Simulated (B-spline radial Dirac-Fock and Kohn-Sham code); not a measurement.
Method: Dirac-Fock orbitals of the configuration average with a finite nucleus. Computed with a radial atomic solver.

**Question.** This computed X-ray form factor belongs to an atom or ion in its tabulated ground configuration. Which?

```
sin θ/λ (Å⁻¹)      f₀
          0.1  33.796
         0.11  33.557
         0.16  32.120
         0.19  31.113
         0.26  28.567
         0.36  25.019
          0.5  20.989
         1.59   6.810
          2.6   4.411
```

**Answer.** Zr⁵⁺, with 35 electrons in [Ar] 3d10 4s2 4p5. f₀ tends to the number of electrons as s goes to zero, which the first rows give only roughly, and the rate of fall reflects the nuclear charge, 40.

**Question.** This computed X-ray form factor belongs to an atom or ion in its tabulated ground configuration. Which?

```csv
sin θ/λ (Å⁻¹),f₀
0.05,36.928
0.15,36.362
0.2,35.881
0.35,33.768
0.5,30.957
0.6,28.903
1,21.339
1.1,19.848
5,3.941
```

**Answer.** Gd²⁷⁺, with 37 electrons in [Kr] 4d1. f₀ tends to the number of electrons as s goes to zero, which the first rows give only roughly, and the rate of fall reflects the nuclear charge, 64.

**Question.** This computed X-ray form factor belongs to an atom or ion in its tabulated ground configuration. Which?

| sin θ/λ (Å⁻¹) | f₀ |
| --- | --- |
| 0.05 | 2.000 |
| 0.15 | 1.996 |
| 0.25 | 1.990 |
| 0.3 | 1.986 |
| 0.35 | 1.981 |
| 0.5 | 1.961 |
| 1.6 | 1.648 |
| 1.8 | 1.570 |
| 6 | 0.345 |

**Answer.** Cl¹⁵⁺, with 2 electrons in 1s2. f₀ tends to the number of electrons as s goes to zero, which the first rows give only roughly, and the rate of fall reflects the nuclear charge, 17.
